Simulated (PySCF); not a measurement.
**Run times: europium in x2c-QZVPPall-2c**

Measured wall times of calculations with PySCF 2.14 in x2c-QZVPPall-2c (16s16p12d6f4g1h, 213 functions), with two-component X2C-1e, run from one Python driver. Hardware: 4 threads of Neoverse-V1 on a shared host, 12 GiB allowed. The two-electron integrals over 213 functions were computed once and kept in memory (66 CPU seconds with the set-up); the times below exclude them.

Launch command (the driver calls PySCF for each step listed in the task file):

```bash
OMP_NUM_THREADS=4 python sorun2.py TASK.json OUT
```

```json
{"species": "Eu(3+) [Xe] 4f6", "step": "GHF, spin-free", "iterations": "8", "wall time (s)": "28"}
{"species": "Eu(3+) [Xe] 4f6", "step": "GMP2 (32 electrons), spin-free", "iterations": "", "wall time (s)": "29"}
{"species": "Eu(3+) [Xe] 4f6", "step": "GHF, screened spin-orbit", "iterations": "15", "wall time (s)": "66"}
{"species": "Eu(3+) [Xe] 4f6", "step": "GMP2 (32 electrons), screened spin-orbit", "iterations": "", "wall time (s)": "19"}
{"species": "Eu(4+) [Xe] 4f5", "step": "GHF, spin-free", "iterations": "8", "wall time (s)": "27"}
{"species": "Eu(4+) [Xe] 4f5", "step": "GMP2 (31 electrons), spin-free", "iterations": "", "wall time (s)": "18"}
{"species": "Eu(4+) [Xe] 4f5", "step": "GMP2 (31 electrons), screened spin-orbit", "iterations": "", "wall time (s)": "18"}
```

Q: Roughly how long does GHF, screened spin-orbit take for Eu(4+) [Xe] 4f5 here?

A: About 95 s.

Peak memory of the process: 3.1 GiB. Times on a shared host vary from run to run.
